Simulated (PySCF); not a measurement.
## AlSi2PH6O3

AlSi2PH6O3 is a silylene (divalent Si1, bonded to 1 O + 1 P), neutral, singlet. The structure, one conformer, was relaxed in the gas phase by PBE0-D3(BJ)/def2-SVP. No frequency run checks that it is a minimum.

The strong deshielding of the divalent centre rests on a low-lying excitation, and density functionals tend to overstate it.

SMILES: [OH][Al]([OH])[O][Si]P[SiH3]

```tsv
atom	x (Å)	y (Å)	z (Å)
Si1	2.488	-0.093	-0.951
O2	1.441	1.157	-0.759
Al3	-0.267	1.340	-0.507
O4	-1.173	0.236	-1.440
O5	-0.939	2.757	0.137
P6	1.093	-1.980	-0.694
Si7	-0.284	-1.306	0.922
H8	-2.128	0.204	-1.509
H9	-0.449	3.478	0.534
H10	2.031	-2.637	0.163
H11	-1.723	-1.632	0.746
H12	-0.242	0.225	1.092
H13	0.164	-1.767	2.272
```

Shieldings: GIAO PBE0/pcSseg-1. Shifts are against computed references at the same level: H TMS (σ 31.27 ppm), Si TMS (σ 352.0 ppm). Core levels by delta-SCF with SCAN, pcX-2 on the ionised atom and pcseg-1 elsewhere, spin-free X2C (2p3/2 is the spin-free 2p value less a third of a first-order spin-orbit splitting); from the vacuum level, for chosen atoms.

Question: Give the NMR and core-level values of the distinct atoms.

Answer: 
```json
{"atoms": "Si1", "bonded to": "1 O + 1 P", "σ (ppm)": "-8.0", "δ (ppm)": "360.0", "core level (eV)": "2p3/2 107.24"}
{"atoms": "O2", "bonded to": "1 Al + 1 Si", "σ (ppm)": "42.8", "δ (ppm)": "-", "core level (eV)": "1s 537.42"}
{"atoms": "Al3", "bonded to": "3 O", "σ (ppm)": "488.9", "δ (ppm)": "-", "core level (eV)": "2p3/2 80.68"}
{"atoms": "O4", "bonded to": "1 Al + 1 H", "σ (ppm)": "299.8", "δ (ppm)": "-", "core level (eV)": "1s 538.02"}
{"atoms": "O5", "bonded to": "1 Al + 1 H", "σ (ppm)": "314.1", "δ (ppm)": "-", "core level (eV)": "-"}
{"atoms": "P6", "bonded to": "2 Si + 1 H", "σ (ppm)": "452.9", "δ (ppm)": "-", "core level (eV)": "2p3/2 135.48"}
{"atoms": "Si7", "bonded to": "1 P + 3 H", "σ (ppm)": "416.9", "δ (ppm)": "-64.9", "core level (eV)": "-"}
{"atoms": "H8", "bonded to": "1 O", "σ (ppm)": "30.08", "δ (ppm)": "1.19", "core level (eV)": "-"}
{"atoms": "H9", "bonded to": "1 O", "σ (ppm)": "29.53", "δ (ppm)": "1.74", "core level (eV)": "-"}
{"atoms": "H10", "bonded to": "1 P", "σ (ppm)": "28.71", "δ (ppm)": "2.55", "core level (eV)": "-"}
{"atoms": "H11 H12 H13", "bonded to": "1 Si", "σ (ppm)": "27.21", "δ (ppm)": "4.06", "core level (eV)": "-"}
```

Values are those of this one static structure, with the three H of a rotating XH3 group averaged; atoms that internal rotation interchanges would show their mean in an NMR spectrum.

The core-hole state of Si1 is spin-contaminated (⟨S²⟩ 0.80 against 0.75 for a pure doublet), so that value and differences from it are less sure.

Question: Which of O2, O4 holds its core electrons tightest, and by how much against the loosest?

Answer: O4 (bonded to 1 Al + 1 H), by 0.60 eV over O2 (bonded to 1 Al + 1 Si).

Question: By CAM-B3LYP/def2-SVPD (TDDFT singlets, Tamm-Dancoff triplets, ionisation by delta-SCF), where does absorption start, and what does vertical ionisation take?

Answer: The lowest singlet lies at 3.02 eV (f 0.011), the strongest of the first 6 at 5.36 eV (f 0.181), the lowest triplet at 1.98 eV; vertical ionisation takes 8.08 eV.

The 3 runs behind this took 4.1 min in all, one thread each of Arm Neoverse V1 on a shared host, launched as `OMP_NUM_THREADS=1 python cluster_run.py task.json out`.
